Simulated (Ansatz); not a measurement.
`C[O][In]([F])[Cl]` + HCl → `C[O][In]([Cl])[Cl]` + H–F at 700 K and 1 bar (ligand exchange at the In–F bond).

Isolated molecules relaxed with PBE0-D4/def2-TZVP in Ansatz; ΔE leaves out vibrations. CBS: MP2 limit from def2 TZ/QZ plus the TZ coupled-cluster correction, frozen cores. This one scheme is used for every species. Elements past krypton have def2 core potentials. For In outer-core shells are correlated without core-valence functions, which leaves a few kJ/mol of doubt a bond. Each species was taken in one conformer, which may not be the lowest.

```csv
species,CCSD(T)/CBS energy (Eh),H − E (kJ/mol),S (J/(mol·K))
`C[O][In]([F])[Cl]`,-864.49222,186.9,493.3
HCl,-460.38127,38.4,211.8
`C[O][In]([Cl])[Cl]`,-1224.50245,186.4,504.0
H–F,-100.39570,45.2,198.5
```

H − E and S are ideal-gas, rigid-rotor, harmonic terms from PBE0-D4/def2-TZVP, for one conformer and one mirror image of each species. 1 Eh = 2625.50 kJ/mol, R = 8.31446 J/(mol·K).

By hand: ΔE, ΔH, ΔS and ΔG.

ΔE = (-1224.50245) + (-100.39570) − (-864.49222) − (-460.38127) = -0.02466 Eh = -64.7 kJ/mol. Δ(H − E) = 186.4 + 45.2 − 186.9 − 38.4 = 6.3, so ΔH = -58.4 kJ/mol. ΔS = 504.0 + 198.5 − 493.3 − 211.8 = -2.6 J/(mol·K). ΔG = -58.4 − 700 × (-2.6)/1000 = -56.6 kJ/mol.

By hand: the equilibrium constant, and the temperature at which ΔG would vanish if ΔH and ΔS stayed fixed.

log₁₀ K = −ΔG/(RT ln 10) = 4.2. ΔG = 0 at ΔH/ΔS = 22462 K, far beyond where these terms or the molecules hold.

The number of gas molecules stays the same, so ΔS is small and ΔH decides. A doubt of 5 kJ/mol in ΔE shifts log₁₀ K by 0.4 here. Other conformers and mirror images would add mixing entropy, several J/(mol·K) or more a flexible species. Modes under 60 cm⁻¹, often nearly free rotors, make the harmonic entropy too high. These are equilibria of isolated gas molecules and say nothing of rates. Largest T1 diagnostic: 0.016 (customary marks: 0.02 for closed shells, 0.045 for open ones).
